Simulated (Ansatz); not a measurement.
`CO[AsH2]`. Charge 0, multiplicity 1.

```tsv
atom	x (Å)	y (Å)	z (Å)
C1	-0.063	0.869	0.503
O2	0.594	0.534	-0.696
As3	0.470	-1.147	-1.280
H4	0.316	0.280	1.348
H5	-1.146	0.707	0.428
H6	0.123	1.927	0.699
H7	-1.043	-1.324	-1.064
H8	0.748	-1.846	0.062
```

(1) List the harmonic frequencies (cm⁻¹, unscaled) at PBE0-D4/def2-TZVP in Ansatz. (An estimate is asked.)

(2) Is this a minimum?

(3) Give the ideal-gas thermochemistry at 298.15 K and 1 bar (rigid rotor, harmonic oscillator; point group Cs, symmetry number 1).

(4) And at 400, 500, 600, 800 and 1000 K?

Results:

(1) Computed: 182, 222, 287, 622, 799, 847, 1008, 1112, 1176, 1193, 1467, 1481, 1492, 2132, 2137, 2998, 3056, 3111.

(2) Yes, all 18 modes are real.

(3) Zero-point energy 151.5 kJ/mol; H(298) − E = 166.5 kJ/mol; entropy 295.9 J/(mol·K), of which translation 167.2, rotation 100.1, vibration 28.5; G(298) − E = 78.3 kJ/mol.

(4) 
| T (K) | H − E (kJ/mol) | S (J/mol/K) | G − E (kJ/mol) |
| --- | --- | --- | --- |
| 400 | 174.4 | 318.6 | 47.0 |
| 500 | 183.5 | 338.9 | 14.1 |
| 600 | 193.9 | 357.7 | -20.7 |
| 800 | 217.4 | 391.4 | -95.7 |
| 1000 | 244.0 | 421.0 | -177.0 |
